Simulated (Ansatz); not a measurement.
Cartesian coordinates in Å:
```
O -0.647 -1.080 1.560
Ge 0.714 0.045 1.163
Si 0.167 0.221 -1.151
O -0.432 1.736 -1.360
O -0.926 -0.983 -1.357
H -0.730 -1.290 2.491
H 0.574 1.311 2.033
H 2.044 -0.649 1.531
H 1.255 -0.022 -2.130
H -0.691 2.001 -2.245
H -1.328 -1.291 -0.535
```

The species carries charge 0 and has multiplicity 1.

Problem. List the PBE/def2-TZVPP orbital energies in eV (Ansatz 0.2.0). (Best estimate.)

Solution. The calculation gave: Occupied: -10804.59, -1780.41, -1337.92, -1191.35, -1191.33, -1191.33, -510.43, -510.19, -510.15, -162.54, -138.01, -114.03, -113.95, -113.94, -94.77, -94.75, -94.71, -29.96, -29.80, -29.78, -29.73, -29.72, -25.31, -24.81, -24.33, -14.54, -13.65, -12.79, -11.38, -10.35, -9.35, -9.12, -8.78, -8.23, -7.74, -7.50, -6.90, -6.72. Lowest empty: -1.30, -0.65, 0.13, 0.63, 0.85, 1.22, 1.41, 2.23.
